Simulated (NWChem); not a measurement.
# CH₄N, doublet; SMILES [NH]C

```xyz
6

C     -0.0208    -0.6285     0.0000
N     -0.1103     0.8128     0.0000
H      0.5286    -1.0036    -0.8816
H     -1.0209    -1.0734     0.0000
H      0.5286    -1.0036     0.8816
H      0.8608     1.1615     0.0000
```
Atoms are numbered in this order, from 1.

In the optimisation the excess spin sits in a" (Cs, its own frame). Coordinates come from a B3LYP/6-31G* (spherical d), spin-unrestricted optimisation. No stability test was run on the SCF state.

Symmetry labels are those of Cs in the frame above (b1 and b2, or b-type labels, depend on it).

### Question
List the 6 lowest vertical excitations from BHandHLYP/def2-SVP, spin-unrestricted, TDA (NWChem).

### Answer
| state | energy (eV) | oscillator strength | symmetry of the excitation | <S²> |
|---|---|---|---|---|
| state 1 | 2.30 | 0.002 | a' | 0.76 |
| state 2 | 6.84 | 0.000 | a' | 0.76 |
| state 3 | 7.86 | 0.002 | a" | 2.53 |
| state 4 | 8.05 | 0.001 | a' | 0.86 |
| state 5 | 8.68 | 0.020 | a" | 0.99 |
| state 6 | 9.05 | 0.034 | a" | 0.87 |
